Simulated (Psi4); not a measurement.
FGa, charge +1, doublet, geometry from GFN2-xTB (such geometries of metal compounds can be far from the true shape) (a state made from the parent by changing its charge; the spin is typed, not shown lowest); B97M-V/6-31G* run with Psi4 1.11.

Input for Psi4:
```
memory 2 GB

molecule mol {
1 2
Ga   -0.000000   -0.000000   -0.418933
F     0.000000    0.000000    1.442992
}

set {
  basis 6-31g*
  reference uks
  scf_type pk
  puream true
  d_convergence 1e-8
  dft_radial_points 99
  dft_spherical_points 590
}

energy('b97m-v')
print_variables()
```

It wrote (shortened):

```
   => Loading Basis Set <=

    Name: 6-31G*
    Role: ORBITAL
    Keyword: BASIS

         ---------------------------------------------------------
                                   SCF
               by Justin Turney, Rob Parrish, Andy Simmonett
                          and Daniel G. A. Smith
                              UKS Reference
         ---------------------------------------------------------

  ==> Geometry <==

    Molecular point group: c2v
    Full point group: C_inf_v

    Geometry (in Angstrom), charge = 1, multiplicity = 2:

       Center              X                  Y                   Z               Mass
    ------------   -----------------  -----------------  -----------------  -----------------
         GA           0.000000000000     0.000000000000    -0.402320312973    68.925573500000
         F            0.000000000000     0.000000000000     1.459604687027    18.998403162730

  Running in c2v symmetry.

  Rotational constants: A = ************  B =      0.32650  C =      0.32650 [cm^-1]
  Rotational constants: A = ************  B =   9788.19623  C =   9788.19623 [MHz]
  Nuclear repulsion =   79.294516039545101

  Charge       = 1
  Multiplicity = 2
  Electrons    = 39
  Nalpha       = 20
  Nbeta        = 19

  ==> Algorithm <==

  SCF Algorithm Type is PK.
  DIIS enabled.
  MOM disabled.
  Fractional occupation disabled.
  Guess Type is SAD.
  Energy threshold   = 1.00e-06
  Density threshold  = 1.00e-08
  Integral threshold = 1.00e-12

  ==> Primary Basis <==

  Basis Set: 6-31G*
    Blend: 6-31G*
    Number of shells: 18
    Number of basis functions: 46
    Number of Cartesian functions: 50
    Spherical Harmonics?: true
    Max angular momentum: 2

  ==> DFT Potential <==

   => LibXC <=

    Version 7.1.2
    S. Lehtola, C. Steigemann, M. J. T. Oliveira, and M. A. L. Marques,  SoftwareX 7, 1–5 (2018) (10.1016/j.softx.2017.11.002)

   => Composite Functional: B97M-V <=

    B97M-V GGA Exchange-Correlation Functional

    N. Mardirossian and M. Head-Gordon,  J. Chem. Phys. 142, 074111 (2015) (10.1063/1.4907719)

    Deriv               =              1
    GGA                 =           TRUE
    Meta                =           TRUE

    Exchange Hybrid     =          FALSE
    MP2 Hybrid          =          FALSE

   => Exchange-Correlation Functionals <=

    1.0000   B97M-V exchange-correlation functional

   => LibXC Density Thresholds  <==

    XC_MGGA_XC_B97M_V:  1.00E-15

   => VV10 Non-Local Parameters <=

[...]
   @Spin Contamination Metric:   4.093068460E-03
   @S^2 Expected:                7.500000000E-01
   @S^2 Observed:                7.540930685E-01
   @S   Expected:                5.000000000E-01
   @S   Observed:                5.000000000E-01

    Orbital Energies [Eh]
    ---------------------

    Alpha Occupied:

[...]
    Alpha Virtual:

[...]
    Beta Occupied:

[...]
       4B2    -0.603440

    Beta Virtual:

[...]
    Final Occupation by Irrep:
             A1    A2    B1    B2
    DOCC [    10,    1,    4,    4 ]
    SOCC [     1,    0,    0,    0 ]
    NA   [    11,    1,    4,    4 ]
    NB   [    10,    1,    4,    4 ]

  @UKS Final Energy: -2023.66841127158932

   => Energetics <=

    Nuclear Repulsion Energy =             79.2945160395451012
    One-Electron Energy =               -2967.9480942510767818
    Two-Electron Energy =                 949.7858762939216604
    DFT Exchange-Correlation Energy =     -84.9678558728331552
    Empirical Dispersion Energy =           0.0000000000000000
    VV10 Nonlocal Energy =                  0.1671465188535348
    Total Energy =                      -2023.6684112715893207

  UHF NO Occupations:
  HONO-2 :    9 A1 1.9999171
  HONO-1 :   10 A1 1.9982042
  HONO-0 :   11 A1 1.0000000
  LUNO+0 :   12 A1 0.0017958
  LUNO+1 :   13 A1 0.0000829
  LUNO+2 :    5 B2 0.0000417
  LUNO+3 :    5 B1 0.0000417

Computation Completed

Properties will be evaluated at   0.000000,   0.000000,   0.000000 [a0]

Properties computed using the SCF density matrix

 Multipole Moments:

 ------------------------------------------------------------------------------------
     Multipole            Electronic (a.u.)      Nuclear  (a.u.)        Total (a.u.)
 ------------------------------------------------------------------------------------

 L = 1.  Multiply by 2.5417464519 to convert [e a0] to [Debye]
 Dipole X            :          0.0000000            0.0000000            0.0000000
 Dipole Y            :          0.0000000            0.0000000            0.0000000
 Dipole Z            :         -2.6431545            1.2557466           -1.3874079
 Magnitude           :                                                    1.3874079

 ------------------------------------------------------------------------------------

  Variable Map:
  ----------------------------------------------------------------------------
[...]
  Array Variable Map:
  ----------------------------------------------------------------------------
[...]
[...]
```
